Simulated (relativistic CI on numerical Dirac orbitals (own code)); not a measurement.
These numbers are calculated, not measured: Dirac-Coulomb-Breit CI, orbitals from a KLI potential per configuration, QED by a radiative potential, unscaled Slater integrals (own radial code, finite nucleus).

Configurations in the expansion (outside the closed core 1s2): 2s2 2p6, 2s2 2p5 3s, 2s2 2p5 3p, 2s2 2p5 3d, 2s 2p6 3s, 2s 2p6 3p, 2s 2p6 3d, 2s2 2p5 4s, 2s2 2p5 4p, 2s2 2p5 4d, 2s2 2p5 4f, 2s2 2p4 3s2, 2s 2p6 4s, 2s 2p6 4p, 2s2 2p4 3s 3p, 2s2 2p5 5s, 2s 2p6 4d, 2s2 2p5 5p, 2s 2p6 4f, 2s2 2p5 5d, 2s2 2p4 3s 3d, 2s2 2p5 5f, 2s2 2p5 5g, 2s2 2p4 3p2, 2s2 2p4 3p 3d, 2s 2p5 3s2, 2s2 2p4 3d2, 2s 2p5 3s 3p, 2s 2p5 3s 3d, 2s 2p5 3p2, 2s 2p6 5s, 2s 2p6 5p, 2s 2p5 3p 3d, 2s 2p6 5d, 2s 2p6 5f, 2s 2p6 5g. Levels of other configurations are missing.

At this charge energies of transitions that change n are usually good to better than 1 %, and those within a shell (Δn = 0) to a few per cent.

Outline of the computed level scheme of Ho LVIII. Lowest level of each configuration: 2s2 2p6 1S_0 at 0.00 eV; 2s2 2p5 3s 3P°_2 at 6729.42 eV; 2s2 2p5 3p 3P_1 at 6856.97 eV; 2s2 2p5 3d 3P°_0 at 7235.38 eV; 2s 2p6 3s 3S_1 at 8034.70 eV; 2s 2p6 3p 3P°_0 at 8158.21 eV; 2s 2p6 3d 3D_1 at 8542.95 eV; 2s2 2p5 4s 3P°_2 at 9349.31 eV; 2s2 2p5 4p 3P_1 at 9402.14 eV.

Some strong electric-dipole decays among the lowest 45 levels: 2s2 2p5 3d 1P°_1 → 2s2 2p6 1S_0 (1.8e+15 s⁻¹); 2s2 2p5 3d 3D°_1 → 2s2 2p6 1S_0 (1.3e+15 s⁻¹); 2s 2p6 3p 1P°_1 → 2s2 2p6 1S_0 (3.0e+14 s⁻¹); 2s2 2p5 3s 1P°_1 → 2s2 2p6 1S_0 (9.6e+13 s⁻¹); 2s 2p6 3p 3P°_1 → 2s2 2p6 1S_0 (3.5e+13 s⁻¹); 2s2 2p5 4p 3P_1 → 2s2 2p5 3s 3P°_2 (3.4e+13 s⁻¹); 2s2 2p5 4s 1P°_1 → 2s2 2p6 1S_0 (3.3e+13 s⁻¹); 2s2 2p5 3d 3P°_1 → 2s2 2p6 1S_0 (3.2e+13 s⁻¹).

LS names give the leading component of a level, which can be under half, so a name can repeat, a term be missing and a line seem to break the LS rules.
